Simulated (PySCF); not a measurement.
GeH₄O₂, SMILES [GeH2]([OH])[OH]. Geometry: PBE0-D3(BJ)/def2-TZVP. The values are those of a single conformer.

Computed equilibrium geometry at PBE0-D3(BJ)/def2-TZVP (PySCF confirms it by a frequency run) as Cartesian coordinates in Å, and its point group (one conformer of several):
point group C2.
```xyz
7

Ge     0.0000     0.0000     0.3429
O     -1.4503    -0.0880    -0.6773
O      1.4503     0.0880    -0.6773
H     -0.0474    -1.2983     1.1567
H      0.0474     1.2983     1.1567
H     -1.5639     0.6920    -1.2254
H      1.5639    -0.6920    -1.2254
```
